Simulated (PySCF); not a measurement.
Relaxation of triplet Pd₂Cl⁺

These are results of UPBE0/[Cl def2-TZVP, Pd def2-TZVP with ECP28], scalar-relativistic core potentials, density fitting, no spin–orbit coupling, PySCF, not measurements. A (50,194) grid was used.

A start at or just off a symmetric point, pushed along the force that breaks its symmetry, of C2v symmetry, free to break it:

```xyz
3
charge 1 multiplicity 3, angstrom
Cl    0.0223    0.0026    0.0000
Pd   -0.0037   -0.0004    2.3417
Pd   -0.0037   -0.0004   -2.3417
```

(1) What does it relax to?

(2) How much energy is released, and in how many steps?

Answers

(1) It ends at C2v with Cl–Pd 2.304 Å (×2); Pd–Cl–Pd 115.0°. The frequency run here used a shortcut that can spoil soft modes, so no verdict on minimum or saddle point is given. Other isomers or separated fragments may lie lower.

(2) 37.2 kJ/mol in 10 steps.

Other spin states or occupations of the open shell can lie lower.

The relaxation took of the order of 5 core-minutes on a shared host.
